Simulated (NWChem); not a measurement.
System: ZrO$_{2}$; SMILES [O]=[Zr]=[O]

NWChem input:

```
start job
memory heap 200 mb stack 900 mb global 1100 mb
geometry units angstroms noautoz
  Zr     0.000000     0.000000     0.283689
  O      1.425531     0.000000    -0.750882
  O     -1.425531     0.000000    -0.750882
end
basis spherical
  Zr library def2-tzvp
  O library def2-tzvp
end
ecp
  Zr library def2-ecp
end
basis "cd basis" spherical
  * library "Weigend Coulomb Fitting"
end
dft
  xc becke88 lyp
  iterations 150
end
task dft gradient
```

Output (shortened):

```
             Northwest Computational Chemistry Package (NWChem) 7.3.0
             --------------------------------------------------------

 C2V symmetry detected

                             Geometry "geometry" -> ""
                             -------------------------

 Output coordinates in angstroms (scale by  1.889725989 to convert to a.u.)

  No.       Tag          Charge          X              Y              Z
 ---- ---------------- ---------- -------------- -------------- --------------
    1 Zr                  40.0000     0.00000000     0.00000000     0.29559171
    2 O                    8.0000     1.42553100     0.00000000    -0.73897929
    3 O                    8.0000    -1.42553100     0.00000000    -0.73897929

 Effective nuclear repulsion energy (a.u.)     204.1556752489

      Symmetry information
      --------------------

 Group name             C2v
 Group number             16
 Group order               4
 No. of unique centers     2

 Summary of "cd basis" -> "" (spherical)
 ------------------------------------------------------------------------------
       Tag                 Description            Shells   Functions and Types
 ---------------- ------------------------------  ------  ---------------------
 *                  Weigend Coulomb Fitting           on all atoms

                                 NWChem DFT Module
                                 -----------------

 Summary of "cd basis" -> "cd basis" (spherical)
 ------------------------------------------------------------------------------
       Tag                 Description            Shells   Functions and Types
 ---------------- ------------------------------  ------  ---------------------
 Zr                 Weigend Coulomb Fitting         23       89   8s5p5d2f3g
 O                  Weigend Coulomb Fitting         15       49   6s4p3d1f1g

 Summary of "ao basis" -> "ao basis" (spherical)
 ------------------------------------------------------------------------------
       Tag                 Description            Shells   Functions and Types
 ---------------- ------------------------------  ------  ---------------------
 Zr                        def2-tzvp                14       40   6s4p3d1f
 O                         def2-tzvp                11       31   5s3p2d1f

      Symmetry analysis of basis
      --------------------------

        a1         39
        a2         14
        b1         30
        b2         19

            General Information
            -------------------
          SCF calculation type: DFT
          Wavefunction type:  closed shell.
          No. of atoms     :     3
          No. of electrons :    28
           Alpha electrons :    14
            Beta electrons :    14
          Charge           :     0
          Spin multiplicity:     1
          Use of symmetry is: on ; symmetry adaption is: on
          Maximum number of iterations: 150
          AO basis - number of functions:   102
                     number of shells:    36
          A Charge density fitting basis will be used.
          CD basis - number of functions:   187
                     number of shells:    53
          Convergence on energy requested:  1.00D-06
          Convergence on density requested:  1.00D-05
          Convergence on gradient requested:  5.00D-04

              XC Information
              --------------
                    Becke 1988 Exchange Functional  1.000
              Lee-Yang-Parr Correlation Functional  1.000

             Grid Information
             ----------------
          Grid used for XC integration:  medium
          Radial quadrature: Mura-Knowles
          Angular quadrature: Lebedev.
          Tag              B.-S. Rad. Rad. Pts. Rad. Cut. Ang. Pts.
          ---              ---------- --------- --------- ---------
          Zr                  1.55      123          10.0       590
          O                   0.60       49           8.0       434
          Grid pruning is: on
          Number of quadrature shells:   172
          Spatial weights used:  Erf1

      Superposition of Atomic Density Guess
      -------------------------------------

 Sum of atomic energies:        -203.03202254

      Non-variational initial energy
      ------------------------------

 Total energy =    -195.731536
 1-e energy   =    -421.306363
 2-e energy   =     156.012928
 HOMO         =      -0.461537
 LUMO         =      -0.146041

      Symmetry analysis of molecular orbitals - initial
      -------------------------------------------------

  Numbering of irreducible representations:

     1 a1          2 a2          3 b1          4 b2

  Orbital symmetries:

     1 a1          2 b1          3 a1          4 b1          5 a1
     6 b2          7 a1          8 b1          9 a1         10 a2
    11 b1         12 b2         13 a1         14 b1         15 a1
    16 b2         17 a1         18 b1         19 b2         20 a1
    21 a2         22 a1         23 b1         24 a1

[...]

                         DFT ENERGY GRADIENTS

    atom               coordinates                        gradient
                 x          y          z           x          y          z
   1 Zr      0.000000   0.000000   0.558587    0.000000   0.000000  -0.039849
   2 O       2.693863   0.000000  -1.396468   -0.023247   0.000000   0.019925
   3 O      -2.693863   0.000000  -1.396468    0.023247   0.000000   0.019925
```

Level: BLYP/def2-TZVP with def2 effective core potentials on Zr, Coulomb fitting. All runs use the structure optimised with PBE0/def2-SVP. def2 effective core potentials on Zr; no spin-orbit coupling.
